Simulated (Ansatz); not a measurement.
Two structures of CH₅In, closed shell, reached by relaxing down either side of one saddle point (PBE0-D4/def2-TZVP). Energies are electronic, without zero-point energy. Program: Ansatz 0.2.0. Basis: def2-TZVPP and def2-QZVPP. Cores are frozen in the correlated methods. Filled d shells of the heavier atoms are correlated. Core potentials replace the inner electrons of the atoms past krypton. The def2 sets are not built for correlating such inner shells, so the correlated values are less sure here. Extrapolation: Hartree–Fock as exp(−7.88 √X), correlation as X^−2.97. First:

```
7
angstrom
In -2.1326 -1.2673 -0.6799
H 0.6515 -0.1994 -0.2225
H -0.6847 -2.0893 -1.4918
C 0.5588 0.6690 0.4333
H 0.1183 0.3767 1.3870
H 1.5529 1.0793 0.6097
H -0.0642 1.4312 -0.0358
```

Second:

```
7
angstrom
In -1.7764 -0.6376 0.4117
H 0.6542 -1.2251 -1.5488
H 0.2988 -1.7905 -1.8856
C -0.0245 0.7290 0.7119
H -0.2306 1.4418 1.5184
H 0.8806 0.1745 0.9839
H 0.1980 1.3080 -0.1914
```

Task: Which bonds change from the first to the second?

Result: CH₄ + InH → CH₃In ([CH3][In]) + H₂; bonds formed: In1–C4, H2–H3; bonds broken: In1–H3, H2–C4.

Task: Give the saddle point's structure and its height above each. (An estimate is asked for; the value comes from the calculation.)

Result: The calculation gives: 36.34 kcal/mol above the first and 26.65 kcal/mol above the second (CCSD(T) at an estimated basis limit (MP2 extrapolated from triple and quadruple zeta, plus CCSD(T) − MP2 in triple zeta)).
| atom | x (Å) | y (Å) | z (Å) |
| --- | --- | --- | --- |
| In1 | -1.7656 | -0.8498 | -0.3586 |
| H2 | 0.2316 | -0.6824 | -0.5564 |
| H3 | 0.0653 | -1.4769 | -1.1514 |
| C4 | 0.2249 | 0.5318 | 0.3753 |
| H5 | 0.0539 | 0.4783 | 1.4542 |
| H6 | 1.3078 | 0.4913 | 0.2180 |
| H7 | -0.1179 | 1.5077 | 0.0189 |

The search had been set up for a 1,1-elimination (forming H2–H3, breaking In1–H2, In1–H3); from that guess it ended on this step instead.

T1 diagnostic: at most 0.016.

Labels in which every atom is bracketed show which atoms are joined, not bond orders.

For scale, one of the runs: CCSD(T)/def2-TZVPP, 151 basis functions, launched by `ansatz run in.yaml --threads 2 --pin off --events-out ev --progress --plain --max-ram 4352MiB`. Hardware: 2 CPU threads of an Arm Neoverse V2, shared host. Wall time 17 s; peak host memory 1.1 GiB.
